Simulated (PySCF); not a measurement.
C2H6BNO, SMILES C=CB(N)O. Geometry optimised at PBE-D3(BJ)/def2-SVP. This is a generated structure with no PubChem entry under its InChIKey; it may be hypothetical. One conformer was computed; it need not be the lowest.

Computed equilibrium geometry at PBE-D3(BJ)/def2-SVP (PySCF confirms it by a frequency run) as Cartesian coordinates in Å, and its point group (one conformer of several):
point group Cs.
```xyz
11

B      0.0127    -0.4942     0.0000
C     -0.6858     0.9141     0.0000
C     -0.0036     2.0780     0.0000
H     -1.7918     0.9685     0.0000
H     -0.5020     3.0628     0.0000
H      1.1000     2.0817     0.0000
O      1.3967    -0.5229     0.0000
H      1.7608    -1.4239     0.0000
N     -0.7795    -1.6747     0.0000
H     -0.4139    -2.6266     0.0000
H     -1.7976    -1.6376     0.0000
```
